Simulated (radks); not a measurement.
Results of a calculation; reference values are marked as such.
Spherical quantum dot in the effective-mass picture: electrons in a well V = -V0 / (1 + exp((r - R)/a)) with V0 = 7.78, R = 5.37, a = 0.57, with a point charge +1 (a donor) at the centre, all in effective atomic units (hartree* = m*/eps^2 hartree, bohr* = eps/m* bohr), one dielectric constant everywhere. Level of theory: non-relativistic Kohn-Sham, PBEsol, spin-polarised, spherical densities (a radial shooting solver with Libxc functionals). Levels are named by radial order and angular momentum (1s, 1p, 1d, 2s, ...), and open shells are averaged over m.

N = 3, configuration 1s2 1p(up 1, down 0). This is the lowest configuration that the search found. Occupied and some empty levels:

| level | occupation | eigenvalue (hartree*) | <r> (bohr*) |
|---|---|---|---|
| 1s up | 1 | -7.1707 | 1.808 |
| 1s down | 1 | -7.1435 | 1.727 |
| 1p up | 1 | -6.8105 | 2.671 |
| 1p down | 0 | -6.7573 | 2.657 |
| 2s up | 0 | -6.5780 | 2.402 |
| 2s down | 0 | -6.5450 | 2.463 |
| 1d up | 0 | -6.4902 | 3.007 |
| 1d down | 0 | -6.4339 | 3.014 |
| 1f up | 0 | -6.1269 | 3.248 |
| 1f down | 0 | -6.0723 | 3.262 |

Energy (hartree*): total -22.8501, kinetic 1.1124, external -25.137, Hartree 1.9627, exchange-correlation -0.78834.
